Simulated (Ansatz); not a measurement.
Cost and result for the atomization energy of CH$_{7}$As$_{2}$B, SMILES `CB([AsH2])[AsH2]` (11 atoms, 10 bonds).

Cartesian coordinates in Å:
```
C -0.5507 -0.7743 1.1906
B 0.0467 0.0241 -0.0089
As 0.8142 -0.9412 -1.6011
As -0.0015 2.0392 -0.0249
H -0.1673 -1.7940 1.2779
H -0.4586 -0.2730 2.1573
H -1.6282 -0.8707 0.9915
H 0.3344 0.0004 -2.6883
H -0.2962 -1.9612 -1.7840
H 0.6518 2.2671 1.3266
H 1.2554 2.2837 -0.8366
```

Charge 0, multiplicity 1. Correlated methods include outer-core shells of As, which these sets cover unevenly. Scalar relativity is left out up to krypton. Geometry: relaxed with PBE0-D4/def2-TZVP. Program: Ansatz. All runs use 4 threads of a server CPU on a shared host. Times are those of one run each, without the atoms' runs, and a repeat can differ threefold. Electronic energies, without spin–orbit coupling; frozen cores. CCSD(T)/CBS adds CCSD(T) − MP2 in def2-TZVPP to the MP2 limit, and its time is that of the two runs behind it. T1 = 0.013. With those shells the extrapolation isn't a true limit. HSE06 is the plane-wave form, built on full-range PBE exchange.

CCSD(T)/CBS is a level of theory with its own doubt, some kJ/mol a heavy atom from the limit and from the frozen cores, so smaller differences don't rank the functionals.

```csv
level,functions,atomization (kJ/mol),difference from CCSD(T)/CBS,per bond
revPBE-D4/def2-TZVPP,256,3394.8,-11.0,-1.1
ωB97X-V/def2-TZVPP,256,3454.4,48.6,4.9
CCSD(T)/def2-TZVPP,256,3326.9,-78.9,-7.9
r2SCAN-D4/def2-TZVPP (with forces),256,3439.4,33.6,3.4
HSE06-D4/def2-TZVPP,256,3421.2,15.4,1.5
MP2/def2-QZVPP,502,3356.0,-49.8,-5.0
CCSD(T)/def2-SVP,127,3192.5,-213.3,-21.3
LDA (SPW92)/def2-TZVPP,256,3918.2,512.4,51.2
BHLYP-D4/def2-TZVPP,256,3366.4,-39.4,-3.9
PBE-D4/def2-TZVPP (with forces),256,3467.6,61.8,6.2
CCSD(T)/CBS(def2),–,3405.8,0.0,0.0
PBE-QIDH/def2-TZVPP,256,3382.4,-23.4,-2.3
ωB97M-V/def2-TZVPP (with forces),256,3417.4,11.6,1.2
```

Q: Order the runs by time, with rough figures. (An estimate is asked.)

A: Ansatz gave: LDA (SPW92)/def2-TZVPP 2.4 s; revPBE-D4/def2-TZVPP 4.2 s; PBE-D4/def2-TZVPP (with forces) 5.5 s; HSE06-D4/def2-TZVPP 8 s; BHLYP-D4/def2-TZVPP 8 s; r2SCAN-D4/def2-TZVPP (with forces) 11 s; PBE-QIDH/def2-TZVPP 14 s; ωB97X-V/def2-TZVPP 19 s; CCSD(T)/def2-SVP 25 s; ωB97M-V/def2-TZVPP (with forces) 30 s; MP2/def2-QZVPP 58 s; CCSD(T)/def2-TZVPP 9.1 min; CCSD(T)/CBS(def2) 10 min.

Leaving LDA and LC-ωPBE aside and taking each functional with its dispersion term where it has one, the values spread over 101.2 kJ/mol, from BHLYP-D4 to PBE-D4. LDA lies +477.3 kJ/mol from PBE without D4, its usual overbinding. From r2SCAN to r2SCAN0 (25 % exact exchange), in def2-TZVPP and without D4, the atomization energy moves by −43.4 kJ/mol: exact exchange takes away binding that semilocal exchange gives to molecules. In def2-TZVPP, CCSD(T) changes the Hartree–Fock value by +878.6 kJ/mol (the triples alone add +48.1 kJ/mol) and MP2 by +862.5 kJ/mol; breaking electron pairs costs correlation energy, which Hartree–Fock lacks.
